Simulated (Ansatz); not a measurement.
Ansatz (a program for electronic structure) input:

Ansatz 0.2 input:
```yaml
crystal:
  periodic: [false, false, false]
  atoms:
    - {symbol: N, position_ang: [-0.00000000, 0.00000000, -0.00000000]}
    - {symbol: H, position_ang: [1.02518092, -0.02305353, -0.01265764]}
    - {symbol: H, position_ang: [-0.49240386, 0.89923605, 0.02450653]}
    - {symbol: H, position_ang: [-0.53277706, -0.87618252, -0.01184889]}
basis:
  gaussian:
    orbitals: def2-TZVP
hamiltonian:
  xc: b3lyp
  dispersion: d3bj
total_charge: 1
magnetization: {spin_polarized: true, initial_magnetization: 1}
phonons: {temperatures: {t_min: 298.15, t_max: 298.15, t_step: 100}}
```

Question: Predict the final energy.

Answer: -56.21344 Eh (B3LYP-D3(BJ)/def2-TZVP). The basis has 49 functions.
